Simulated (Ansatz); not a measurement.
One change: `[OH][In]([SH])[Cl]` becomes `[OH][In]([Cl])[Br]`.

Ansatz, PBE0-D4/def2-TZVP geometries, multiplicity 1. Each molecule was computed in one conformer, which needn't be the lowest.

Elements past krypton have def2 core potentials. Scalar relativity is left out up to krypton. Spin–orbit coupling is left out; it splits and shifts lone-pair levels of the heavy atoms by tenths of an eV.

| property | `[OH][In]([SH])[Cl]` |
| --- | --- |
| HOMO–LUMO gap (PBE0/def2-TZVPP) / eV | 5.97 |
| HOMO energy (B3LYP/def2-TZVPP) / eV | -7.85 |
| size of the dipole moment (PBE/def2-TZVPP) / D | 0.28 |
| size of the dipole moment (B3LYP/def2-TZVPP) / D | 0.37 |
| HOMO energy (PBE/def2-TZVPP) / eV | -6.84 |
| LUMO energy (PBE0/def2-TZVPP) / eV | -2.13 |

Q: What does the change do to each property? (Estimate.)

A: Ansatz gave: 
| property | `[OH][In]([Cl])[Br]` | shift |
| --- | --- | --- |
| HOMO–LUMO gap (PBE0/def2-TZVPP) / eV | 6.22 | 0.25 |
| HOMO energy (B3LYP/def2-TZVPP) / eV | -8.54 | -0.69 |
| size of the dipole moment (PBE/def2-TZVPP) / D | 0.97 | 0.69 |
| size of the dipole moment (B3LYP/def2-TZVPP) / D | 0.93 | 0.56 |
| HOMO energy (PBE/def2-TZVPP) / eV | -7.50 | -0.66 |
| LUMO energy (PBE0/def2-TZVPP) / eV | -2.59 | -0.46 |

With PBE0 the HOMO falls by 0.71 eV and the LUMO falls by 0.46 eV, so the gap widens by about 0.25 eV. PBE moves the HOMO by -0.66 eV and ωB97M-V by -0.73 eV. Dipoles are sizes alone; their direction can turn.

B3LYP here is the variant with VWN-RPA as its local correlation; programs differ in this.
